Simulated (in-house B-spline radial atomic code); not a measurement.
A fraction x of an electron is removed from 5s in In²⁺, starting from [Kr] 4d10 5s1 and keeping the highest spin. Method: scalar-relativistic (X2C) PBEsol, spin-polarised, spherical fractional occupations, Fermi nucleus of rms radius 4.6156 fm. Calculated with a B-spline radial code for spherical atoms.

```
   x  E(x) - E(0) (eV)  5s up level (eV)
   0            0.0000           -24.208
 0.1            2.4640           -25.072
0.16            3.9839           -25.592
0.31            7.9202           -26.893
0.39           10.0994           -27.588
 0.5           13.1868           -28.546
0.52           13.7595           -28.720
 0.7           19.0705           -30.292
0.75           20.5961           -30.731
0.93           26.2698           -32.310
   1           28.5528                 -
```

The exact functional would give a straight line between the two integer points. Deviations E(x) - E(0) - x[E(1) - E(0)], in eV: -0.391 at x = 0.1, -0.585 at x = 0.16, -0.931 at x = 0.31, -1.036 at x = 0.39, -1.09 at x = 0.5, -1.088 at x = 0.52, -0.916 at x = 0.7, -0.819 at x = 0.75, -0.284 at x = 0.93.

The curve lies below the straight line by up to 1.09 eV (at x = 0.5): convex, the delocalisation error that favours fractional charges.

Task: How well does Slater's transition state (minus the level at half occupation) give the ionisation energy?

Result: It gives 28.546 eV against 28.553 eV from the two total energies; NIST lists 28.04 eV, ground level to ground level.
